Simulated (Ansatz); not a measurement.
Basis-set extrapolation for `C[SiH]1[SiH2]SS1` (PBE0-D4/def2-TZVP geometry, frozen core, the Gaussian-basis code of Ansatz). Multiplicity 1, RHF reference.

```csv
,def2-TZVPP,def2-QZVPP
HF,-1414.399791,-1414.441653
MP2 correlation,-0.761811,-0.824075
CCSD(T) correlation,-0.868525,not run
```

Energies in hartree. Use E(X) = E(∞) + A·exp(−7.88·√X) for Hartree–Fock and E(X) = E(∞) + B·X^(−2.97) for correlation, with X = 3 and 4, and add CCSD(T) minus MP2 of the smaller set to the MP2 limit.

Problem. What is the CCSD(T) energy at the basis-set limit?

Solution. HF limit: -1414.441653 + (-0.041862) × 0.13774 = -1414.44742. MP2 limit: -0.824075 + (-0.062264) × 0.74074 = -0.87020. Higher-order term: -0.868525 − (-0.761811) = -0.10671. Total: -1415.42433 hartree, 409.6 kJ/mol below CCSD(T)/def2-TZVPP.
